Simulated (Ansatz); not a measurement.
Stepwise reaction of `[GeH3][SiH2][SiH2][SiH2][GeH2][GeH3]` with hydrogen, as a gas-phase model of exchange steps in deposition or etching. ΔE in kJ/mol.

Program: Ansatz. Geometries: PBE0-D4/def2-TZVP. ΔE: electronic, gas phase. CCSD(T)/CBS is the MP2 limit (def2-TZVPP, def2-QZVPP) plus CCSD(T) − MP2 in def2-TZVPP, frozen cores. This one scheme is used for every species. Functionals use def2-TZVPP. B3LYP here is the variant with VWN-RPA as its local correlation; programs differ in this. For Ge outer-core shells are correlated without core-valence functions, which leaves a few kJ/mol of doubt a bond. Scalar relativity is left out up to krypton. One conformer a species, not always the lowest.

```
step                                                                   reaction  PBE-D4  B3LYP-D4  ωB97M-V  CCSD(T)/CBS
   2  `[GeH3][SiH2][SiH2][SiH2][GeH3]` + H₂ → `[SiH3][SiH2][SiH2][GeH3]` + GeH₄    15.5       5.3      2.4          8.1
   3              `[SiH3][SiH2][SiH2][GeH3]` + H₂ → `[SiH3][SiH2][SiH3]` + GeH₄    13.9       3.3      0.3          6.2
```

(1) Give the row of step 1, `[GeH3][SiH2][SiH2][SiH2][GeH2][GeH3]` + H₂ → `[GeH3][SiH2][SiH2][SiH2][GeH3]` + GeH₄. (An estimate is asked.)

(2) By hand: ΔE of the 3 steps together at CCSD(T)/CBS.

Results:

(1) Computed: 
```json
{"step": "1", "reaction": "`[GeH3][SiH2][SiH2][SiH2][GeH2][GeH3]` + H₂ → `[GeH3][SiH2][SiH2][SiH2][GeH3]` + GeH₄", "PBE-D4": "26.5", "B3LYP-D4": "20.9", "ωB97M-V": "17.3", "CCSD(T)/CBS": "22.5"}
```

(2) (22.5) + (8.1) + (6.2) = 36.8 kJ/mol, or 12.3 kJ/mol a step.

In ΔE step 3 is the lowest and step 1 the highest. All are uphill at CCSD(T)/CBS. PBE-D4 differs from CCSD(T)/CBS by 4.0 to 7.7 kJ/mol a step. Isolated molecules leave out the surface, adducts and barriers. Largest T1 diagnostic: 0.013.
